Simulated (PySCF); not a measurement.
Gas-phase reaction: ZnI₂ + 2 Cl₂ ⇌ ZnCl₂ + 2 ICl

Computed with PySCF and rigid-rotor harmonic-oscillator thermochemistry at 1 bar. † marks an energy on the PBE0/def2-TZVP geometry and frequencies; other levels use their own. CCSD(T) freezes the core. All species are closed-shell singlets. B3LYP is the form with VWN-RPA correlation. I: scalar-relativistic def2 core potential, no spin-orbit coupling. Zn: all electrons, no relativistic terms. CCSD(T) isn't extrapolated to the basis-set limit; its ΔH°(298 K) is -144.9 kJ in def2-SVP and -273.7 kJ in def2-TZVPP. The harmonic model lacks anharmonicity and excited electronic states, which grow with temperature; levels with a mode under 35 cm⁻¹ are left out. Soft modes under 120 cm⁻¹ make the harmonic entropy rough for ZnI₂, ZnCl₂.

```json
[
 {"level": "B3LYP/def2-TZVP†", "ΔE electronic, kJ": "-145", "ΔH°(298 K), kJ": "-145", "ΔS°(298 K), J/K": "9", "ΔG°(2000 K), kJ": "-164"},
 {"level": "CCSD(T)/def2-SVP†", "ΔE electronic, kJ": "-145", "ΔH°(298 K), kJ": "-145", "ΔS°(298 K), J/K": "9", "ΔG°(2000 K), kJ": "-164"},
 {"level": "HF/def2-TZVP†", "ΔE electronic, kJ": "-150", "ΔH°(298 K), kJ": "-150", "ΔS°(298 K), J/K": "9", "ΔG°(2000 K), kJ": "-169"},
 {"level": "PBE/def2-SVP", "ΔE electronic, kJ": "-134", "ΔH°(298 K), kJ": "-134", "ΔS°(298 K), J/K": "10", "ΔG°(2000 K), kJ": "-154"},
 {"level": "PBE/def2-TZVP†", "ΔE electronic, kJ": "-134", "ΔH°(298 K), kJ": "-134", "ΔS°(298 K), J/K": "9", "ΔG°(2000 K), kJ": "-153"},
 {"level": "PBE0/def2-SVP†", "ΔE electronic, kJ": "-137", "ΔH°(298 K), kJ": "-137", "ΔS°(298 K), J/K": "9", "ΔG°(2000 K), kJ": "-156"},
 {"level": "PBE0/def2-TZVP", "ΔE electronic, kJ": "-135", "ΔH°(298 K), kJ": "-135", "ΔS°(298 K), J/K": "9", "ΔG°(2000 K), kJ": "-155"},
 {"level": "LDA/def2-TZVP†", "ΔE electronic, kJ": "-128", "ΔH°(298 K), kJ": "-128", "ΔS°(298 K), J/K": "9", "ΔG°(2000 K), kJ": "-147"}
]
```
ΔH° is lowest at HF/def2-TZVP† and highest at LDA/def2-TZVP†. No reference value is set beside these.
